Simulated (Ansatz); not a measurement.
Reaction (cleavage of the Si–P bond): `C[SiH](O)P` + CH₃OH → `CO[SiH](C)O` + PH₃

Gas-phase electronic energies from Ansatz, PBE0-D4/def2-TZVP geometries. CCSD(T)/CBS is the MP2 limit (def2-TZVPP, def2-QZVPP) plus CCSD(T) − MP2 in def2-TZVPP, frozen cores. This one scheme is used for every species. Functionals use def2-TZVPP. Each species was taken in one conformer, which may not be the lowest.

| level | ΔE (eV) |
| --- | --- |
| PBE-D4 | -0.80 |
| ωB97M-V | -1.02 |

**Question.** What does CCSD(T)/CBS give? (Best estimate.)

**Answer.** The calculation gave: -0.98 eV. The listed levels differ from it by 0.18, -0.04 eV.

Largest T1 diagnostic among the species: 0.013.

From PBE to PBE0 (25 % exact exchange), in def2-TZVPP and without D4, ΔE moves by −0.05 eV. In def2-TZVPP, CCSD(T) changes the Hartree–Fock value by +0.18 eV (the triples alone add +0.03 eV) and MP2 by +0.18 eV.
